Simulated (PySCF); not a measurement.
Molecule: SMILES C1OCC12COC2, C5H8O2.

Geometry (Å), atoms numbered from 1 in this order:
```xyz
15

C    -1.112   -0.223   -1.026
O    -1.553   -1.396   -0.341
C    -0.545   -1.264    0.663
C    -0.001    0.001   -0.001
C     1.468    0.170   -0.391
O     1.553    1.397    0.335
C     0.188    1.319    0.749
H    -0.772   -0.446   -2.042
H    -1.886    0.550   -1.055
H     0.138   -2.118    0.671
H    -0.977   -1.122    1.658
H     2.148   -0.589    0.008
H     1.655    0.312   -1.459
H     0.093    1.258    1.837
H    -0.402    2.160    0.371
```

Frames of a GFN2-xTB Langevin trajectory at 400 K; GIAO PBE0/pcSseg-1 shieldings in PySCF, gas phase, non-relativistic; equivalent atoms averaged within each frame.

Shifts are taken against calculated references (same method and geometry level): 13C (186.93 ppm) and 1H (31.72 ppm) against TMS; 17O (336.08 ppm) against H2O. The references are static minima.

How do the shifts (ppm) fluctuate along the trajectory?

## Answers


| time (fs) | C1/C3/C5/C7 | C4 | O2/O6 | H8/H9/H10/H11/H12/H13/H14/H15 |
| --- | --- | --- | --- | --- |
| optimised geometry | 82.9 | 44.7 | -0.9 | 4.82 |
| 250 | 82.2 | 48.0 | 5.4 | 4.80 |
| 425 | 87.0 | 45.1 | 13.4 | 5.27 |
| 625 | 85.6 | 59.5 | 22.1 | 5.31 |
| 800 | 87.9 | 50.6 | 13.3 | 5.13 |
| 1000 | 86.4 | 58.9 | 15.1 | 5.62 |
| mean of frames | 85.8 | 52.4 | 13.8 | 5.23 |
| standard deviation | 2.2 | 6.5 | 5.9 | 0.30 |

5 frames give an uncertainty of the mean of about the standard deviation over 2.2 at best, since frames this close in time may not be independent; classical motion lacks zero-point vibration, and the reference would need the same averaging.
